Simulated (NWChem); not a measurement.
System: CH₅GaO₂; SMILES [O]([GaH][OH])C

Output (shortened):

```
             Northwest Computational Chemistry Package (NWChem) 7.3.0
             --------------------------------------------------------

                             Geometry "geometry" -> ""
                             -------------------------

 Output coordinates in angstroms (scale by  1.889725989 to convert to a.u.)

  No.       Tag          Charge          X              Y              Z
 ---- ---------------- ---------- -------------- -------------- --------------
    1 Ga                  31.0000    -0.50193500     0.42514300     0.00000000
    2 H                    1.0000    -1.81127900     1.25367200     0.00000000
    3 O                    8.0000     1.16535300     1.06051800     0.00000000
    4 H                    1.0000     1.23306600     2.02003200     0.00000000
    5 O                    8.0000    -0.56757400    -1.34609600     0.00000000
    6 C                    6.0000     0.54589100    -2.19408700     0.00000000
    7 H                    1.0000     0.52719600    -2.84910700     0.88981000
    8 H                    1.0000     0.52719600    -2.84910700    -0.88981000
    9 H                    1.0000     1.50933200    -1.65297200     0.00000000

 Effective nuclear repulsion energy (a.u.)     282.2265271321

                              NWChem Property Module
                              ----------------------

                                 NWChem DFT Module
                                 -----------------

 Summary of "ao basis" -> "ao basis" (spherical)
 ------------------------------------------------------------------------------
       Tag                 Description            Shells   Functions and Types
 ---------------- ------------------------------  ------  ---------------------
 Ga                        def2-svpd                14       38   6s4p4d
 H                         def2-svpd                 4        8   2s2p
 O                         def2-svpd                 9       23   4s3p2d
 C                         def2-svpd                 8       20   4s2p2d

            General Information
            -------------------
          SCF calculation type: DFT
          Wavefunction type:  closed shell.
          No. of atoms     :     9
          No. of electrons :    58
           Alpha electrons :    29
            Beta electrons :    29
          Charge           :     0
          Spin multiplicity:     1
          Use of symmetry is: off; symmetry adaption is: off
          Maximum number of iterations: 150
          AO basis - number of functions:   144
                     number of shells:    60
          Convergence on energy requested:  1.00D-06
          Convergence on density requested:  1.00D-05
          Convergence on gradient requested:  5.00D-04

              XC Information
              --------------
                     Hartree-Fock (Exact) Exchange  1.000
                   CAM-Becke88 Exchange Functional  1.000
                      VWN V Correlation Functional  0.190 local
              Lee-Yang-Parr Correlation Functional  0.810

           Range-Separation Parameters
           ---------------------------
           Alpha           :  0.19
           Beta            :  0.46
           Gamma           :  0.33
           Short-Range HF  :     F

             Grid Information
             ----------------
          Grid used for XC integration:  medium
          Radial quadrature: Mura-Knowles
          Angular quadrature: Lebedev.
          Tag              B.-S. Rad. Rad. Pts. Rad. Cut. Ang. Pts.
          ---              ---------- --------- --------- ---------
          Ga                  1.30      112          11.0       590
          H                   0.35       45          12.0       434
          O                   0.60       49          11.0       434
          C                   0.70       49          12.0       434
          Grid pruning is: on
          Number of quadrature shells:   484
          Spatial weights used:  Erf1

      Superposition of Atomic Density Guess
      -------------------------------------

 Sum of atomic energies:       -2112.48602517

      Non-variational initial energy
      ------------------------------

 Total energy =   -2113.794004
 1-e energy   =   -3505.337834
 2-e energy   =    1109.317303
 HOMO         =      -0.383990
 LUMO         =      -0.010658

   convergence    iter        energy       DeltaE   RMS-Dens  Diis-err
 ---------------- ----- ----------------- --------- --------- ---------
 d= 0,ls=0.0,diis     1  -2116.0001482661 -2.40D+03  1.96D-02  1.06D+00
 d= 0,ls=0.0,diis     2  -2115.9385680870  6.16D-02  7.56D-03  2.00D+00
 d= 0,ls=0.0,diis     3  -2116.1260899530 -1.88D-01  1.01D-03  1.72D-02
 d= 0,ls=0.0,diis     4  -2116.1272985186 -1.21D-03  3.47D-04  4.94D-03
 d= 0,ls=0.0,diis     5  -2116.1275912919 -2.93D-04  8.82D-05  2.31D-04
  Resetting Diis
 d= 0,ls=0.0,diis     6  -2116.1276055354 -1.42D-05  2.78D-05  1.11D-05
 d= 0,ls=0.0,diis     7  -2116.1276066349 -1.10D-06  2.94D-05  4.30D-06
 d= 0,ls=0.0,diis     8  -2116.1276062017  4.33D-07  1.47D-05  9.47D-06
 d= 0,ls=0.0,diis     9  -2116.1276070912 -8.90D-07  1.96D-06  3.39D-08

         Total DFT energy =    -2116.127607091194
      One electron energy =    -3507.372178658775
           Coulomb energy =     1208.598076463006
    Exchange-Corr. energy =      -99.580032027560
 Nuclear repulsion energy =      282.226527132136

 Numeric. integr. density =       58.000006460930

                       DFT Final Molecular Orbital Analysis
                       ------------------------------------

 Vector   27  Occ=2.000000D+00  E=-3.926503D-01
              MO Center= -5.0D-02,  9.3D-01, -3.6D-09, r^2= 3.2D+00
   Bfn.  Coefficient  Atom+Function         Bfn.  Coefficient  Atom+Function
  ----- ------------  ---------------      ----- ------------  ---------------
    51      0.433340  3 O  px                39      0.300560  2 H  s
    50      0.289754  3 O  s                 54      0.278957  3 O  px
    13     -0.232572  1 Ga px                16     -0.205580  1 Ga px
    40      0.137636  2 H  s                 52     -0.136931  3 O  py
    10      0.132671  1 Ga px                19      0.121605  1 Ga d -2

 Vector   28  Occ=2.000000D+00  E=-3.565929D-01
              MO Center= -4.4D-02, -1.5D+00,  7.0D-10, r^2= 2.1D+00
   Bfn.  Coefficient  Atom+Function         Bfn.  Coefficient  Atom+Function
  ----- ------------  ---------------      ----- ------------  ---------------
    81      0.451944  5 O  s                 82     -0.383147  5 O  px
    83     -0.329028  5 O  py                85     -0.266813  5 O  px
   137      0.257886  9 H  s                  5     -0.246678  1 Ga s
    86     -0.214400  5 O  py                 4     -0.190580  1 Ga s
   105      0.188821  6 C  px                17      0.165701  1 Ga py

 Vector   29  Occ=2.000000D+00  E=-3.418508D-01
              MO Center= -1.6D-01, -1.5D+00, -1.7D-09, r^2= 2.1D+00
   Bfn.  Coefficient  Atom+Function         Bfn.  Coefficient  Atom+Function
  ----- ------------  ---------------      ----- ------------  ---------------
    84      0.526200  5 O  pz                87      0.371148  5 O  pz
   107     -0.214875  6 C  pz               121     -0.212790  7 H  s
   129      0.212790  8 H  s                122     -0.165155  7 H  s
   130      0.165155  8 H  s                 53     -0.142575  3 O  pz
    56     -0.102120  3 O  pz                90      0.086909  5 O  pz

 Vector   30  Occ=0.000000D+00  E= 8.209290D-03
              MO Center= -7.8D-01,  6.4D-01,  2.5D-09, r^2= 4.3D+00
   Bfn.  Coefficient  Atom+Function         Bfn.  Coefficient  Atom+Function
  ----- ------------  ---------------      ----- ------------  ---------------
    18      0.675774  1 Ga pz                15      0.360507  1 Ga pz
    35      0.192879  1 Ga d -1              12     -0.185760  1 Ga pz
    84     -0.178645  5 O  pz                53     -0.176917  3 O  pz
    37      0.151786  1 Ga d  1              56     -0.149714  3 O  pz
   119     -0.150256  6 C  d  1              90      0.138524  5 O  pz

 Vector   31  Occ=0.000000D+00  E= 1.130849D-02
              MO Center=  2.7D-01,  1.1D+00, -4.1D-09, r^2= 8.4D+00
   Bfn.  Coefficient  Atom+Function         Bfn.  Coefficient  Atom+Function
  ----- ------------  ---------------      ----- ------------  ---------------
     6      1.647274  1 Ga s                 16      0.676258  1 Ga px
    50     -0.541512  3 O  s                 81     -0.452823  5 O  s
    57      0.352224  3 O  px               138     -0.328856  9 H  s
     4      0.324566  1 Ga s                  5     -0.292032  1 Ga s
    38     -0.228153  1 Ga d  2              58      0.225277  3 O  py

 Vector   32  Occ=0.000000D+00  E= 4.342914D-02
              MO Center= -1.3D+00,  1.8D+00,  7.8D-10, r^2= 7.1D+00
   Bfn.  Coefficient  Atom+Function         Bfn.  Coefficient  Atom+Function
  ----- ------------  ---------------      ----- ------------  ---------------
     6     -2.355285  1 Ga s                  5      2.336357  1 Ga s
   104      1.115881  6 C  s                 50     -0.893078  3 O  s
    34      0.789876  1 Ga d -2              17      0.721376  1 Ga py
    81      0.724439  5 O  s                 58     -0.598754  3 O  py
   122     -0.578735  7 H  s                130     -0.578735  8 H  s

[...]

 DFT Linear Response polarizability / au
 Frequency  =       0.0000000 / au
              X              Y              Z
 -----------------------------------------------
 X      50.1026910     -3.3684589      0.0000000
 Y      -3.3684700     56.3966310      0.0000000
 Z       0.0000000      0.0000000     39.5593190
 -----------------------------------------------
 Eigenvalues =      48.6398958     57.8594263     39.5593190
 Isotropic   =      48.6862137
 Anisotropic =      15.8485101
 -----------------------------------------------

 Magnetic Dipole Response Matrix (nonzero elements):

 Exiting AOResponse driver routine
```

Level: CAM-B3LYP/def2-SVPD. Structure relaxed at the PBE0/def2-SVP level.

Task: Which NWChem input produces such a log?

Result: Several could match; the one computed here: the input that was run:
```
start job
memory heap 200 mb stack 900 mb global 1100 mb
geometry units angstroms noautosym nocenter noautoz
  Ga    -0.501935     0.425143     0.000000
  H     -1.811279     1.253672     0.000000
  O      1.165353     1.060518     0.000000
  H      1.233066     2.020032     0.000000
  O     -0.567574    -1.346096     0.000000
  C      0.545891    -2.194087     0.000000
  H      0.527196    -2.849107     0.889810
  H      0.527196    -2.849107    -0.889810
  H      1.509332    -1.652972     0.000000
end
basis spherical
  * library def2-svpd
end
dft
  xc xcamb88 1.00 lyp 0.81 vwn_5 0.19 hfexch 1.00
  cam 0.33 cam_alpha 0.19 cam_beta 0.46
  iterations 150
end
property
  response 1 0.0
end
task dft property
```
